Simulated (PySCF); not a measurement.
PySCF input file for CH₃Si, SMILES C=[SiH] (connectivity only; charge and spin as stated), charge +1, multiplicity 1, SMD-B3LYP/def2-SVP. The structure is a stationary point at r2SCAN-D4/def2-TZVP. A frequency run showed that this geometry is not a minimum. The multiplicity is an assumed one; other spin states were not compared. The isomer is the one that the SMILES or the coordinates give; other isomers of the formula were not compared.

```python
import numpy as np
from pyscf import gto, scf, dft
from pyscf.solvent import smd

mol = gto.M(
    atom='''
    C     0.00000000    0.00000000   -1.09993888
    Si    0.00000000   -0.00000000    0.56316192
    H     0.00000000    0.93372916   -1.66133192
    H     0.00000000   -0.93372917   -1.66133193
    H     0.00000000    0.00000000    2.03803016
    ''',
    basis='def2-SVP',
    charge=1,
    spin=0,
    max_memory=1600,
    verbose=3,
)
mf = dft.RKS(mol, xc='b3lyp').density_fit(auxbasis='def2-universal-jkfit')
mf.grids.level = 3
mf.conv_tol = 1e-9
mf.max_cycle = 100
mf.kernel()
res = {}
for name in ['water', 'dichloromethane', 'benzene']:
    s = mf.SMD()
    s.with_solvent.solvent, s.with_solvent.sasa_ng = name, 302
    s.kernel(mf.make_rdm1())
    res[name] = (s.e_tot, s.with_solvent.get_cds(), s.dip_moment(), s.mo_energy, s.converged)
    print(f'SMD {name}: dG(solv) = {(s.e_tot - mf.e_tot) * 627.509474:.3f} kcal/mol, of which CDS {res[name][1] * 627.509474:.3f}')
```

Program output:

```
converged SCF energy = -328.880998614272
converged SCF energy = -328.98273829164

WARN: System has nonzero charge 1; the dipole moment is origin-dependent.
Location of origin: [0. 0. 0.]

Dipole moment(X, Y, Z, Debye):  0.00000, -0.00000,  2.67692
SMD water: dG(solv) = -63.843 kcal/mol, of which CDS 2.519
converged SCF energy = -328.975776671064

WARN: System has nonzero charge 1; the dipole moment is origin-dependent.
Location of origin: [0. 0. 0.]

Dipole moment(X, Y, Z, Debye): -0.00000, -0.00000,  2.57454
SMD dichloromethane: dG(solv) = -59.474 kcal/mol, of which CDS 0.102
converged SCF energy = -328.940608912272

WARN: System has nonzero charge 1; the dipole moment is origin-dependent.
Location of origin: [0. 0. 0.]

Dipole moment(X, Y, Z, Debye): -0.00000, -0.00000,  2.33994
SMD benzene: dG(solv) = -37.406 kcal/mol, of which CDS -0.054
```

Self-consistency was reached.
